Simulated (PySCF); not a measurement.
The numbers below are computed, except where a source is named.
# AlBH5SO5(-)

The system: AlBH5SO5(-), a molecule drawn as a unit of a network glass or zeolite (built as: B3 Al, H ends, S bridges); charge -1, singlet. The structure, one conformer, was relaxed in the gas phase by PBE0-D3(BJ)/def2-SVP. No frequency run checks that it is a minimum.

SMILES: OB(O)[S][Al-]([OH])([OH])[OH]

```xyz
13

O    -1.631   -2.081   -0.068
Al   -1.151   -0.440   -0.497
O    -1.944    0.201   -1.919
O    -1.465    0.671    0.869
S     1.142   -0.526   -0.740
B     1.744    0.731    0.468
O     0.982    1.461    1.303
O     3.113    0.937    0.524
H    -0.846   -2.603    0.116
H    -1.621   -0.172   -2.741
H    -1.846    0.201    1.616
H     0.014    1.242    1.205
H     3.520    0.360   -0.129
```
Atoms count from 1 in this order.

Shieldings: GIAO PBE0/aug-pcSseg-1.  Core levels by delta-SCF with SCAN, aug-pcX-2 on the ionised atom and aug-pcseg-1 elsewhere, spin-free X2C (2p3/2 is the spin-free 2p value less a third of a first-order spin-orbit splitting); from the vacuum level, for chosen atoms.

Give the NMR and core-level values of the distinct atoms.


```json
{"atoms": "O1", "bonded to": "1 Al + 1 H", "σ (ppm)": "275.5", "δ (ppm)": "-", "core level (eV)": "1s 533.04"}
{"atoms": "Al2", "bonded to": "3 O + 1 S", "σ (ppm)": "472.6", "δ (ppm)": "-", "core level (eV)": "-"}
{"atoms": "O3", "bonded to": "1 Al + 1 H", "σ (ppm)": "291.2", "δ (ppm)": "-", "core level (eV)": "-"}
{"atoms": "O4", "bonded to": "1 Al + 1 H", "σ (ppm)": "282.8", "δ (ppm)": "-", "core level (eV)": "-"}
{"atoms": "S5", "bonded to": "1 Al + 1 B", "σ (ppm)": "750.1", "δ (ppm)": "-", "core level (eV)": "2p3/2 163.63"}
{"atoms": "B6", "bonded to": "2 O + 1 S", "σ (ppm)": "69.8", "δ (ppm)": "-", "core level (eV)": "1s 193.15"}
{"atoms": "O7", "bonded to": "1 B + 1 H", "σ (ppm)": "171.6", "δ (ppm)": "-", "core level (eV)": "1s 533.82"}
{"atoms": "O8", "bonded to": "1 B + 1 H", "σ (ppm)": "188.2", "δ (ppm)": "-", "core level (eV)": "1s 534.78"}
{"atoms": "H9", "bonded to": "1 O", "σ (ppm)": "31.94", "δ (ppm)": "-", "core level (eV)": "-"}
{"atoms": "H10", "bonded to": "1 O", "σ (ppm)": "32.37", "δ (ppm)": "-", "core level (eV)": "-"}
{"atoms": "H11", "bonded to": "1 O", "σ (ppm)": "31.45", "δ (ppm)": "-", "core level (eV)": "-"}
{"atoms": "H12", "bonded to": "1 O", "σ (ppm)": "19.58", "δ (ppm)": "-", "core level (eV)": "-"}
{"atoms": "H13", "bonded to": "1 O", "σ (ppm)": "28.64", "δ (ppm)": "-", "core level (eV)": "-"}
```

Values are those of this one static structure; atoms that internal rotation interchanges would show their mean in an NMR spectrum.

Which of O1, O7, O8 holds its core electrons tightest, and by how much against the loosest?

O8 (bonded to 1 B + 1 H), by 1.74 eV over O1 (bonded to 1 Al + 1 H).

By CAM-B3LYP/def2-SVPD (TDDFT singlets, Tamm-Dancoff triplets, ionisation by delta-SCF), where does absorption start, and what does vertical ionisation take?

The lowest singlet lies at 5.27 eV (f 0.044), the strongest of the first 6 at 6.02 eV (f 0.146), the lowest triplet at 5.15 eV; vertical ionisation takes 5.11 eV.

Excited states of gas-phase anions may lie above the detachment limit and hang on the basis.
